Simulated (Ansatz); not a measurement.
`Cl[BH][SbH2]` + CH₃OH → `OCBCl` + stibine at 500 K and 1 bar (formal exchange of groups at a B–Sb bond).

Computed with Ansatz on PBE0-D4/def2-TZVP structures; ΔE is electronic, products minus reactants. CCSD(T)/CBS is the MP2 limit (def2-TZVPP, def2-QZVPP) plus CCSD(T) − MP2 in def2-TZVPP, frozen cores. This one scheme is used for every species. def2 core potentials past Kr. For Sb outer-core shells are correlated without core-valence functions, which leaves a few kJ/mol of doubt a bond. One conformer a species, not always the lowest.

| species | CCSD(T)/CBS energy (Eh) | H − E (kJ/mol) | S (J/(mol·K)) |
| --- | --- | --- | --- |
| `Cl[BH][SbH2]` | -726.39723 | 103.8 | 360.8 |
| CH₃OH | -115.61712 | 157.0 | 265.4 |
| `OCBCl` | -600.22716 | 179.9 | 353.0 |
| `[SbH3]` | -241.78682 | 70.2 | 256.6 |

H − E and S are ideal-gas, rigid-rotor, harmonic terms from PBE0-D4/def2-TZVP, for one conformer and one mirror image of each species. 1 Eh = 2625.50 kJ/mol, R = 8.31446 J/(mol·K).

Task: By hand: ΔE, ΔH, ΔS and ΔG.

Result: ΔE = (-600.22716) + (-241.78682) − (-726.39723) − (-115.61712) = 0.00037 Eh = 1.0 kJ/mol. Δ(H − E) = 179.9 + 70.2 − 103.8 − 157.0 = -10.7, so ΔH = -9.7 kJ/mol. ΔS = 353.0 + 256.6 − 360.8 − 265.4 = -16.6 J/(mol·K). ΔG = -9.7 − 500 × (-16.6)/1000 = -1.4 kJ/mol.

Task: By hand: the equilibrium constant, and the temperature at which ΔG would vanish if ΔH and ΔS stayed fixed.

Result: log₁₀ K = −ΔG/(RT ln 10) = 0.1. ΔG = 0 at ΔH/ΔS = 584 K, though so small a ΔH makes that figure unsure.

TΔS isn't small against ΔH here. The sign of ΔG lies within the doubt. A doubt of 5 kJ/mol in ΔE shifts log₁₀ K by 0.5 here. Other conformers and mirror images would add mixing entropy, several J/(mol·K) or more a flexible species. These are equilibria of isolated gas molecules and say nothing of rates. Largest T1 diagnostic: 0.015 (customary marks: 0.02 for closed shells, 0.045 for open ones).
